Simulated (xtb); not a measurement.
Br2Si, triplet, from a rough starting geometry (the spin is typed, not shown lowest); GFN2-xTB (xtb).

xtb was given this input:
```
$ xtb mol.xyz --gfn 2 --uhf 2 --opt vtight --json

# file mol.xyz
3

Si    -0.05689870     0.00959607     0.95100312
Br     0.91036693    -1.42533671    -0.44984213
Br    -0.98021632     1.47048533    -0.48054790
```

What the program printed (banner, timings and long lists left out):

```
   ID    Z sym.   atoms
    1   14 Si     1
    2   35 Br     2, 3

           -------------------------------------------------
          |                Calculation Setup                |
           -------------------------------------------------

           -------------------------------------------------
          |                 G F N 2 - x T B                 |
           -------------------------------------------------

          ...................................................
          :                      SETUP                      :
          :.................................................:
          :  # basis functions                  30          :
          :  # atomic orbitals                  27          :
          :  # shells                            9          :
          :  # electrons                        18          :
          :  max. iterations                   250          :
          :  Hamiltonian                  GFN2-xTB          :
          :  restarted?                      false          :
          :  GBSA solvation                  false          :
          :  PC potential                    false          :
          :  electronic temp.          300.0000000     K    :
          :  accuracy                    1.0000000          :
          :  -> integral cutoff          0.2500000E+02      :
          :  -> integral neglect         0.1000000E-07      :
          :  -> SCF convergence          0.1000000E-05 Eh   :
          :  -> wf. convergence          0.1000000E-03 e    :
          :  Broyden damping             0.4000000          :
          :  net charge                          0          :
          :  unpaired electrons                  2          :
          ...................................................

 iter      E             dE          RMSdq      gap      omega  full diag
   1     -9.8578945 -0.985789E+01  0.826E+00    1.80       0.0  T
   2     -9.8621897 -0.429519E-02  0.417E+00    1.93       1.0  T
   3     -9.8611384  0.105133E-02  0.252E+00    2.09       1.0  T
   4     -9.8636110 -0.247260E-02  0.867E-01    2.19       1.0  T
   5     -9.8629170  0.694006E-03  0.845E-01    2.17       1.0  T
   6     -9.8637463 -0.829276E-03  0.257E-01    2.20       1.0  T
   7     -9.8637655 -0.192194E-04  0.141E-01    2.20       1.0  T
   8     -9.8637679 -0.243204E-05  0.829E-02    2.20       1.0  T
   9     -9.8637703 -0.238598E-05  0.201E-02    2.20       2.9  T
[...]
         :: total energy              -9.850662746590 Eh    ::
 * total energy  :    -9.8506627 Eh     change       -0.1922906E-10 Eh
 * total energy  :    -9.8545557 Eh     change       -0.3892959E-02 Eh
 * total energy  :    -9.8547607 Eh     change       -0.2050219E-03 Eh
 * total energy  :    -9.8547853 Eh     change       -0.2459557E-04 Eh
 * total energy  :    -9.8547917 Eh     change       -0.6363124E-05 Eh
 * total energy  :    -9.8547917 Eh     change       -0.9878974E-08 Eh
   *** GEOMETRY OPTIMIZATION CONVERGED AFTER 6 ITERATIONS ***
         :: total energy              -9.854791696353 Eh    ::
[...]
        19                          0.0232399               0.6324
        20                          0.0249953               0.6802
        21                          0.0270524               0.7361
       ...                                ...                  ...
        27                          0.7535415              20.5049
      -------------------------------------------------------------
                  HL-Gap            0.0716560 Eh            1.9499 eV
             Fermi-level           -0.3416489 Eh           -9.2967 eV

     #   Z          covCN         q      C6AA      α(0)
     1  14 Si       1.642     0.421   184.491    28.887
     2  35 Br       0.822    -0.210   190.608    22.259
     3  35 Br       0.822    -0.210   190.609    22.259

 Mol. C6AA /au·bohr⁶  :       1670.344779
 Mol. C8AA /au·bohr⁸  :     110053.914057
 Mol. α(0) /au        :         73.406001

Wiberg/Mayer (AO) data.
largest (>0.10) Wiberg bond orders for each atom

 ---------------------------------------------------------------------------
     #   Z sym  total        # sym  WBO       # sym  WBO       # sym  WBO
 ---------------------------------------------------------------------------
     1  14 Si   2.073 --     2 Br   1.036     3 Br   1.036
     2  35 Br   1.232 --     1 Si   1.036     3 Br   0.195
     3  35 Br   1.232 --     1 Si   1.036     2 Br   0.195
 ---------------------------------------------------------------------------

Topologies differ in total number of bonds
Writing topology from bond orders to xtbtopo.mol

molecular dipole:
                 x           y           z       tot (Debye)
 q only:       -0.019      -0.003       0.966
   full:       -0.018      -0.003       0.945       2.402
molecular quadrupole (traceless):
                xx          xy          yy          xz          yz          zz
 q only:       -0.080       3.969      -3.574      -0.175       0.103       3.654
  q+dip:        0.803       6.690      -5.081      -0.158       0.147       4.277
   full:       -0.027       5.630      -4.981      -0.192       0.125       5.008

optimized geometry written to: xtbopt.xyz

           -------------------------------------------------
          | TOTAL ENERGY               -9.854791696353 Eh   |
          | GRADIENT NORM               0.000010954845 Eh/α |
          | HOMO-LUMO GAP               1.949858353480 eV   |
           -------------------------------------------------

normal termination of xtb
```
